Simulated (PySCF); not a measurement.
C2H8N2Si.

```xyz
13

Si     0.3817     0.3387    -0.3754
N      1.2311    -0.9150    -1.2061
N      1.0775     0.7701     1.1522
C     -1.3789    -0.2943    -0.2318
C     -2.0641    -0.2498     0.9216
H      0.4298     1.6185    -1.1485
H      0.8988    -1.8722    -1.1643
H      2.2369    -0.8781    -1.3366
H      1.1498     0.1066     1.9174
H      1.0268     1.7240     1.4942
H     -1.8861    -0.7119    -1.1153
H     -3.0953    -0.6128     1.0164
H     -1.6065     0.1631     1.8308
```
Charge 0, spin multiplicity 1.

Geometry: r2SCAN-D4/def2-SVP. The values are those of a single conformer.

All values below come from PBE0/pcSseg-1 run with PySCF. Non-relativistic, no solvent.

Give the absolute GIAO shielding of each atom: isotropic value and principal components (ppm). (The exact figures need the calculation; the answer reports its results.)


```csv
atom,σ(iso),σ11,σ22,σ33,span
Si1,385.7,335.2,399.7,422.2,87.0
N2,239.7,210.2,240.0,269.0,58.9
N3,242.0,200.5,259.0,266.4,65.9
C4,36.9,-88.3,27.5,171.5,259.8
C5,39.5,-90.8,43.5,165.6,256.4
H6,26.5,22.9,24.7,31.7,8.8
H7,30.7,24.0,27.5,40.5,16.5
H8,30.8,23.7,26.5,42.3,18.6
H9,31.0,25.0,26.3,41.8,16.8
H10,30.8,24.5,25.6,42.3,17.8
H11,24.7,22.0,24.6,27.5,5.5
H12,24.9,21.9,24.5,28.3,6.4
H13,25.1,21.5,24.1,29.6,8.1
```
